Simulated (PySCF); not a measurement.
Computed data sheet: `CO[Si]F` [triplet]

Compound: CH3FOSi (triplet state).
Bonds: C1–O2, O2–Si3, Si3–F4. Hydrogens: H5, H6, H7 on C1.

**PBE0-D3(BJ)/def2-SVP geometry optimisation, gas phase (PySCF)**

| Item | Value |
| --- | --- |
| Point group | C1 |
| Rotational constants A, B, C | 18.693, 3.377, 3.093 GHz |
| Dipole moment | 2.17 D |

**UKS B3LYP, IGLO-III on C F O Si, pcH-1 on H, non-relativistic, mean-field spin-orbit, GIAO (PySCF)**

| Item | Value |
| --- | --- |
| Isotropic g value | 2.00042 |
| Principal g values | 1.99882, 2.00046, 2.00200 |
| Spin squared ⟨S²⟩ | 2.002 |
| Largest Mulliken spin population | 1.84 on Si3 |
| Largest isotropic hyperfine couplings (means over sets of like nuclei) | 29Si -870.9 (Si3), 19F +207.9 (F4), 17O -42.1 (O2), 13C +25.2 (C1), 1H +3.0 (H5/H6/H7) MHz |

Monoisotopic mass from the formula: 77.9937 u.

The dipole matches unit charges of opposite sign 0.45 Å apart (1 e·Å = 4.8032 D). A dipole of 2.17 D is allowed in C1, and pure rotational transitions are dipole-allowed. With B = h/(8π²I), that is 505.379 GHz u Å² over I, the principal moments of inertia are 27.0, 149.6 and 163.4 u Å² (most abundant isotopes). g_iso is shifted by about -1890 ppm from the free-electron value 2.002319; the principal values span 0.0032. The rotational constants make it an asymmetric top with κ = (2B − A − C)/(A − C) = -0.96, nearer the prolate limit (−1). ⟨S²⟩ is 0.002 above the pure-spin value S(S + 1) = 2.00.

One conformer (not necessarily the lowest) at the PBE0-D3(BJ)/def2-SVP geometry, without solvent or vibrations. This triplet need not be the ground state; the singlet was not compared here. Couplings of like nuclei are plain means over topologically equivalent atoms, as if these changed places fast (by rotation of a methyl-like group, say); in this geometry the members of some sets differ.

For the EPR job (B3LYP), time: 17 s of wall time. Hardware: one thread of an x86-64 server, shared host.

The values belong to the conformer `[CH3:1][O:2][Si:3][F:4]`: C1–O2–Si3–F4 -90°.
